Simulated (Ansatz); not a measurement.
Total energies of ClH8NSi3, SMILES `[SiH3][SiH2]N[SiH2]Cl`.

Cartesian coordinates in Å:
```
Si -0.516 -0.735 -1.801
Si -1.267 -0.448 0.399
N 0.014 0.139 1.420
Si 1.508 0.808 0.937
Cl 1.383 2.799 0.405
H 0.542 -1.777 -1.888
H -1.688 -1.175 -2.607
H 0.005 0.537 -2.367
H -1.770 -1.747 0.930
H -2.426 0.489 0.391
H -0.232 0.280 2.391
H 1.977 0.091 -0.268
H 2.470 0.738 2.058
```

Charge 0, multiplicity 1. The structure was optimised at the PBE0-D4/def2-TZVP level. It is one conformer, not always the lowest. Basis def2-TZVPP, Ansatz 0.2.0.

RPA on PBE orbitals: Hartree–Fock energy of these orbitals -1385.50696 Eh, correlation -1.39126 Eh (frozen core).

```json
{"functional": "LDA (SPW92)", "energy without D4 (Eh)": "-1382.92507", "D4 term (kJ/mol)": "–"}
{"functional": "revPBE", "energy without D4 (Eh)": "-1388.10954", "D4 term (kJ/mol)": "-97.6"}
{"functional": "BLYP", "energy without D4 (Eh)": "-1388.35307", "D4 term (kJ/mol)": "-79.3"}
{"functional": "B97M-V", "energy without D4 (Eh)": "-1388.05663", "D4 term (kJ/mol)": "–"}
{"functional": "PBE0", "energy without D4 (Eh)": "-1387.81627", "D4 term (kJ/mol)": "-32.3"}
{"functional": "B3LYP", "energy without D4 (Eh)": "-1388.48801", "D4 term (kJ/mol)": "-60.5"}
{"functional": "r2SCANh", "energy without D4 (Eh)": "-1388.25375", "D4 term (kJ/mol)": "-10.2"}
{"functional": "LC-ωPBE", "energy without D4 (Eh)": "-1387.97599", "D4 term (kJ/mol)": "–"}
{"functional": "ωB97X-V", "energy without D4 (Eh)": "-1388.18596", "D4 term (kJ/mol)": "–"}
{"functional": "PBE-QIDH", "energy without D4 (Eh)": "-1387.47542", "D4 term (kJ/mol)": "–"}
```

**Question.** Give the same for PBE, r2SCAN, r2SCAN0, HSE06 (plane-wave form), BHLYP, CAM-B3LYP, ωB97M-V, B2PLYP. (Best estimate.)

**Answer.** Computed: 
```tsv
functional	energy without D4 (Eh)	D4 term (kJ/mol)
PBE	-1387.67978	-37.4
r2SCAN	-1388.26172	-9.4
r2SCAN0	-1388.24305	-11.4
HSE06 (plane-wave form)	-1387.78514	-30.6
BHLYP	-1388.37449	-50.5
CAM-B3LYP	-1388.40966	-33.6
ωB97M-V	-1388.28111	–
B2PLYP	-1387.86275	–
```

B3LYP takes the VWN-RPA correlation (the form of Gaussian; ORCA's B3LYP/G). HSE06 is the plane-wave form, built on full-range PBE exchange. The double hybrids freeze the cores in their second-order part.

LC-ωPBE has ω = 0.4 bohr⁻¹.
